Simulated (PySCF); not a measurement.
PySCF job for B(Me)(NCO)2 (C₃H₃BN₂O₂), SMILES CB(N=C=O)N=C=O, PBE0/pcSseg-1. Geometry optimised at PBE0-D3(BJ)/def2-SVP. Other conformers were not sampled.

```python
import numpy as np
from pyscf import gto, scf, dft
from pyscf.prop.nmr import rks as nmr

mol = gto.M(
    atom='''
    B    -0.56670816   -0.40603641   -0.09919172
    C    -1.83900029   -1.30615022   -0.26774556
    H    -1.58534098   -2.33549069   -0.55961315
    H    -2.56534886   -0.88605079   -0.97728652
    H    -2.34436678   -1.37152354    0.71318092
    N    -0.60821334    0.99349976   -0.35718238
    C    -0.73061363    2.15666568   -0.60447586
    O    -0.84072126    3.29371277   -0.84289256
    N     0.66628090   -0.95334855    0.35720484
    C     1.66127548   -1.49589331    0.73744448
    O     2.63724064   -2.01690584    1.10891530
    ''',
    basis='pcSseg-1',
    charge=0,
    spin=0,
    max_memory=1600,
    verbose=3,
)
mf = dft.RKS(mol, xc='pbe0')
mf.grids.level = 3
mf.conv_tol = 1e-10
mf.max_cycle = 100
mf.kernel()
n = nmr.NMR(mf)
n.verbose = 2
n.max_cycle_cphf = 60
sigma = n.kernel()
print('atom   isotropic/ppm   span/ppm')
for i, s in enumerate(sigma):
    w = np.linalg.eigvalsh((s + s.T) / 2)
    print(f'{mol.atom_symbol(i):2s}{i + 1:3d} {w.mean():14.3f} {w[2] - w[0]:11.3f}')
```

Program output:

```
converged SCF energy = -400.543154473959
atom   isotropic/ppm   span/ppm
B   1         73.210      82.395
C   2        174.703      33.363
H   3         30.488       9.478
H   4         30.494       9.534
H   5         30.601       8.801
N   6        183.414     203.205
C   7         57.902     293.389
O   8        166.996     215.709
N   9        183.980     203.678
C  10         57.941     293.686
O  11        167.363     215.832
```

Self-consistency was reached.
